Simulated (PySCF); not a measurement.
Record of a relaxation.

Compound: C4HClF6S.
Atom-mapped SMILES: `[F:1][C:2]([F:3])([F:4])[C:5](=[S:6])[C@H:7]([Cl:8])[C:9]([F:10])([F:11])[F:12]` (hydrogens: H13 on C7)

Computed by this run: PBE0-D3(BJ)/def2-SVP geometry optimisation, gas phase (PySCF); density fitting, grid level 1; the optimiser is geomeTRIC in internal coordinates, started from a GFN2-xTB structure. 7 of its 11 geometries are shown. The frame can shift and turn from step to step; on so coarse a grid that alone can change the energy by a few meV, and forces under 0.02 eV/Å are noise.

Step 0: E = -43772.4925 eV, largest atomic force 1.143 eV/Å
```
atom  x, y, z in Å  |  force x, y, z in eV/Å
F1     -2.448    1.755    0.332    0.269  -0.186  -0.030
C2     -1.902    0.598   -0.031   -1.116   0.212  -0.126
F3     -1.966    0.536   -1.369    0.333  -0.051   0.125
F4     -2.690   -0.375    0.439    0.391   0.121   0.020
C5     -0.470    0.460    0.481   -0.183   0.101   0.204
S6     -0.037    1.205    1.842   -0.063   0.001  -0.102
C7      0.386   -0.457   -0.334    0.489  -0.507   0.348
Cl8    -0.124   -2.151    0.031    0.023   0.316  -0.155
C9      1.888   -0.348   -0.051    0.835   0.163   0.117
F10     2.229   -0.713    1.180   -0.255  -0.069  -0.224
F11     2.317    0.908   -0.231   -0.363  -0.135  -0.090
F12     2.576   -1.115   -0.898   -0.308  -0.018  -0.011
H13     0.238   -0.302   -1.409   -0.051   0.051  -0.075
```

Step 2: E = -43772.5364 eV, largest atomic force 0.222 eV/Å
```
atom  x, y, z in Å  |  force x, y, z in eV/Å
F1     -2.551    1.590    0.368    0.011   0.138   0.062
C2     -1.948    0.455    0.074   -0.035  -0.016  -0.038
F3     -2.045    0.278   -1.250    0.129  -0.029   0.005
F4     -2.614   -0.532    0.661    0.034  -0.096   0.045
C5     -0.475    0.452    0.527   -0.096  -0.042  -0.023
S6     -0.018    1.332    1.793   -0.033   0.047  -0.001
C7      0.408   -0.483   -0.259    0.072   0.105  -0.059
Cl8     0.090   -2.146    0.295    0.006  -0.035  -0.003
C9      1.910   -0.190   -0.209    0.040   0.046  -0.112
F10     2.453   -0.388    0.974    0.026  -0.058   0.213
F11     2.129    1.075   -0.572   -0.058  -0.042  -0.037
F12     2.537   -0.978   -1.083   -0.056  -0.002  -0.029
H13     0.134   -0.439   -1.322   -0.041  -0.017  -0.023
```

Step 3: E = -43772.5402 eV, largest atomic force 0.062 eV/Å
```
atom  x, y, z in Å  |  force x, y, z in eV/Å
F1     -2.554    1.583    0.373   -0.018  -0.009  -0.009
C2     -1.945    0.450    0.075    0.003  -0.015  -0.013
F3     -2.032    0.272   -1.249    0.002   0.011   0.007
F4     -2.599   -0.547    0.662   -0.009   0.010  -0.005
C5     -0.477    0.459    0.525   -0.016  -0.020   0.042
S6     -0.029    1.348    1.787    0.022   0.021  -0.017
C7      0.408   -0.475   -0.263    0.015   0.051  -0.015
Cl8     0.088   -2.140    0.289    0.002  -0.031  -0.002
C9      1.909   -0.190   -0.208    0.033   0.013  -0.048
F10     2.442   -0.393    0.983    0.012  -0.007   0.061
F11     2.135    1.073   -0.572   -0.018  -0.043   0.001
F12     2.532   -0.983   -1.079   -0.015   0.014   0.008
H13     0.131   -0.433   -1.325   -0.011   0.004  -0.011
```

Step 5: E = -43772.5409 eV, largest atomic force 0.080 eV/Å
```
atom  x, y, z in Å  |  force x, y, z in eV/Å
F1     -2.571    1.571    0.362    0.022  -0.015  -0.002
C2     -1.949    0.443    0.069   -0.035  -0.014   0.005
F3     -2.030    0.263   -1.255   -0.001  -0.007  -0.015
F4     -2.599   -0.557    0.657    0.013   0.005  -0.013
C5     -0.481    0.464    0.520    0.023   0.013  -0.007
S6     -0.035    1.384    1.761    0.019  -0.007  -0.008
C7      0.412   -0.466   -0.266   -0.049  -0.043   0.035
Cl8     0.086   -2.139    0.271   -0.013   0.022  -0.006
C9      1.915   -0.193   -0.192   -0.012  -0.013   0.044
F10     2.428   -0.402    1.010   -0.024   0.021  -0.073
F11     2.153    1.067   -0.553    0.024   0.029   0.011
F12     2.542   -0.989   -1.056    0.013  -0.011   0.019
H13     0.140   -0.420   -1.330    0.021   0.020   0.008
```

Step 7: E = -43772.5415 eV, largest atomic force 0.033 eV/Å
```
atom  x, y, z in Å  |  force x, y, z in eV/Å
F1     -2.579    1.563    0.342   -0.007   0.007  -0.004
C2     -1.952    0.438    0.053    0.012  -0.001   0.006
F3     -2.029    0.253   -1.270    0.006   0.001  -0.005
F4     -2.596   -0.563    0.643   -0.006  -0.002   0.001
C5     -0.483    0.472    0.507   -0.013   0.001  -0.004
S6     -0.040    1.404    1.740   -0.005   0.011   0.004
C7      0.413   -0.462   -0.266    0.006  -0.020  -0.006
Cl8     0.068   -2.133    0.260    0.005   0.008  -0.007
C9      1.916   -0.196   -0.169   -0.004  -0.011   0.031
F10     2.408   -0.404    1.040    0.002  -0.001   0.013
F11     2.171    1.061   -0.529   -0.003   0.003  -0.012
F12     2.554   -0.999   -1.018    0.006  -0.005  -0.011
H13     0.159   -0.409   -1.334    0.001   0.010  -0.005
```

Step 8: E = -43772.5415 eV, largest atomic force 0.032 eV/Å
```
atom  x, y, z in Å  |  force x, y, z in eV/Å
F1     -2.582    1.563    0.326   -0.010   0.012  -0.004
C2     -1.952    0.438    0.043    0.020   0.001   0.000
F3     -2.023    0.248   -1.280    0.004   0.002  -0.002
F4     -2.598   -0.563    0.633   -0.007  -0.005   0.003
C5     -0.486    0.474    0.503   -0.018  -0.002   0.002
S6     -0.048    1.412    1.733   -0.009   0.007   0.000
C7      0.414   -0.461   -0.264    0.022  -0.002  -0.014
Cl8     0.062   -2.131    0.257    0.003  -0.004  -0.003
C9      1.917   -0.198   -0.157    0.000   0.001   0.003
F10     2.400   -0.406    1.055    0.004  -0.005   0.031
F11     2.177    1.058   -0.516   -0.008  -0.005  -0.007
F12     2.560   -1.004   -1.000    0.000  -0.005  -0.007
H13     0.169   -0.405   -1.335   -0.002   0.005  -0.003
```

Step 10: E = -43772.5414 eV, largest atomic force 0.020 eV/Å
```
atom  x, y, z in Å  |  force x, y, z in eV/Å
F1     -2.585    1.564    0.300    0.000   0.000  -0.004
C2     -1.953    0.438    0.027    0.002   0.000  -0.010
F3     -2.012    0.245   -1.297    0.000   0.000   0.000
F4     -2.603   -0.560    0.614   -0.001  -0.001  -0.002
C5     -0.490    0.476    0.497   -0.003  -0.006   0.009
S6     -0.063    1.419    1.728   -0.002  -0.001  -0.005
C7      0.417   -0.461   -0.261    0.008   0.014  -0.005
Cl8     0.058   -2.131    0.255   -0.005  -0.009   0.000
C9      1.919   -0.201   -0.138    0.002   0.007  -0.019
F10     2.389   -0.408    1.079    0.000   0.000   0.012
F11     2.184    1.054   -0.498   -0.001  -0.009   0.007
F12     2.568   -1.009   -0.975   -0.003   0.003   0.014
H13     0.182   -0.402   -1.334    0.001   0.002   0.003
```

Task: Summarise the path.

Result: The energy falls by 4.72 kJ/mol from step 0 to step 10; nine tenths of that is first reached at step 3. It never rises by more than 0.2 meV. The largest force goes from 1.143 to 0.020 eV/Å. Among the bonds C7–Cl8 changes most, from 1.806 to 1.784 Å; the atoms move by 0.042 Å rms after alignment.

Task: Follow the three bonds and two angles with the largest change from start to end.

Result: 
```json
{"step": "0", "E above end (kJ/mol)": "4.72", "largest force (eV/Å)": "1.143", "C7–Cl8 (Å)": "1.806", "C5–C7 (Å)": "1.496", "C2–C5 (Å)": "1.527", "C5–C7–H13 (°)": "111.7", "C5–C7–C9 (°)": "114.6"}
{"step": "1", "E above end (kJ/mol)": "1.56", "largest force (eV/Å)": "0.659", "C7–Cl8 (Å)": "1.776", "C5–C7 (Å)": "1.511", "C2–C5 (Å)": "1.543", "C5–C7–H13 (°)": "108.9", "C5–C7–C9 (°)": "116.6"}
{"step": "2", "E above end (kJ/mol)": "0.48", "largest force (eV/Å)": "0.222", "C7–Cl8 (Å)": "1.781", "C5–C7 (Å)": "1.508", "C2–C5 (Å)": "1.540", "C5–C7–H13 (°)": "109.5", "C5–C7–C9 (°)": "116.1"}
{"step": "3", "E above end (kJ/mol)": "0.12", "largest force (eV/Å)": "0.062", "C7–Cl8 (Å)": "1.783", "C5–C7 (Å)": "1.508", "C2–C5 (Å)": "1.536", "C5–C7–H13 (°)": "109.5", "C5–C7–C9 (°)": "116.2"}
{"step": "4", "E above end (kJ/mol)": "0.06", "largest force (eV/Å)": "0.042", "C7–Cl8 (Å)": "1.784", "C5–C7 (Å)": "1.508", "C2–C5 (Å)": "1.536", "C5–C7–H13 (°)": "109.4", "C5–C7–C9 (°)": "116.3"}
{"step": "5", "E above end (kJ/mol)": "0.04", "largest force (eV/Å)": "0.080", "C7–Cl8 (Å)": "1.787", "C5–C7 (Å)": "1.509", "C2–C5 (Å)": "1.536", "C5–C7–H13 (°)": "109.4", "C5–C7–C9 (°)": "116.5"}
{"step": "6", "E above end (kJ/mol)": "0.00", "largest force (eV/Å)": "0.057", "C7–Cl8 (Å)": "1.787", "C5–C7 (Å)": "1.509", "C2–C5 (Å)": "1.537", "C5–C7–H13 (°)": "109.4", "C5–C7–C9 (°)": "116.4"}
{"step": "7", "E above end (kJ/mol)": "-0.01", "largest force (eV/Å)": "0.033", "C7–Cl8 (Å)": "1.786", "C5–C7 (Å)": "1.508", "C2–C5 (Å)": "1.537", "C5–C7–H13 (°)": "109.4", "C5–C7–C9 (°)": "116.4"}
{"step": "8", "E above end (kJ/mol)": "-0.01", "largest force (eV/Å)": "0.032", "C7–Cl8 (Å)": "1.785", "C5–C7 (Å)": "1.508", "C2–C5 (Å)": "1.537", "C5–C7–H13 (°)": "109.3", "C5–C7–C9 (°)": "116.4"}
{"step": "9", "E above end (kJ/mol)": "0.00", "largest force (eV/Å)": "0.029", "C7–Cl8 (Å)": "1.784", "C5–C7 (Å)": "1.508", "C2–C5 (Å)": "1.537", "C5–C7–H13 (°)": "109.3", "C5–C7–C9 (°)": "116.4"}
{"step": "10", "E above end (kJ/mol)": "0.00", "largest force (eV/Å)": "0.020", "C7–Cl8 (Å)": "1.784", "C5–C7 (Å)": "1.508", "C2–C5 (Å)": "1.537", "C5–C7–H13 (°)": "109.2", "C5–C7–C9 (°)": "116.4"}
```

What follows is the cost of the whole optimisation. Rough CPU time on one thread of a shared machine: about 8 min.
